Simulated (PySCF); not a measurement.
A calculated (PBE, PySCF 2.14, cc-pV(T+d)Z, no relativity, point nucleus) atom or ion has these occupied shells.

| shell | electrons | orbital energy (eV) | rms radius, mean of both spins (bohr) |
| --- | --- | --- | --- |
| 1s α | 1 | -2398.4 | 0.113 |
| 1s β | 1 | -2398.2 | 0.113 |
| 2s α | 1 | -210.46 | 0.525 |
| 2s β | 1 | -210.21 | 0.525 |
| 2p α | 3 | -156.61 | 0.495 |
| 2p β | 3 | -156.27 | 0.495 |
| 3s α | 1 | -17.853 | 1.84 |
| 3s β | 1 | -15.757 | 1.84 |
| 3p α | 3 | -7.637 | 2.24 |
| 3p β | 1 | -6.076 | 2.24 |

(1) Name the element and its charge.

Results:

(1) S (sulfur, neutral), in [Ne] 3s2 3p4, high-spin 3P determinant.
